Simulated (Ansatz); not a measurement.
System: C₂H₁₀NSi₂ (charge 0, doublet). It need not be the lowest isomer of its formula. 
Geometry from a B3LYP-D3(BJ)/def2-TZVP (Ansatz, a program for electronic structure) optimisation:
SMILES: [CH2][SiH](C)N[SiH3]
```xyz
15

Si    -0.9098     0.0304    -0.5765
C     -1.8626     1.6079    -0.5043
C     -1.3308    -1.1195     0.8428
N      0.7935     0.3513    -0.4933
Si     1.9976    -0.3366     0.5373
H     -1.2710    -0.6372    -1.8561
H     -1.5512     2.4504     0.1051
H     -2.7922     1.7620    -1.0423
H     -2.3928    -1.3706     0.8207
H     -0.7660    -2.0523     0.7741
H     -1.1147    -0.6567     1.8075
H      1.1481     1.0116    -1.1710
H      2.0891    -1.8109     0.3917
H      3.3012     0.2648     0.1707
H      1.7264    -0.0632     1.9702
```
Charge 0, spin multiplicity 2.

Basis-set convergence of Hartree-Fock and CCSD(T) correlation energies (hartree) with Ansatz. Correlated levels leave the core frozen unless marked. UHF or UKS for open shells. Spin-orbit coupling is left out. No relativistic terms.

```tsv
basis	functions	E(HF)	E(corr, CCSD(T))
cc-pV(D+d)Z	138	-713.91303	-0.72817
cc-pV(T+d)Z	308	-713.98864	-0.88401
cc-pV(Q+d)Z	593	-714.00555	-0.93214
```

Extrapolating the two largest sets (X = 3 and 4) as X^-3: E(corr) = (64·(-0.93214) - 27·(-0.88401))/37 = -0.9673 Eh, an estimate of the basis-set limit. The largest set recovers 96.4 % of it, the smallest 75.3 %.
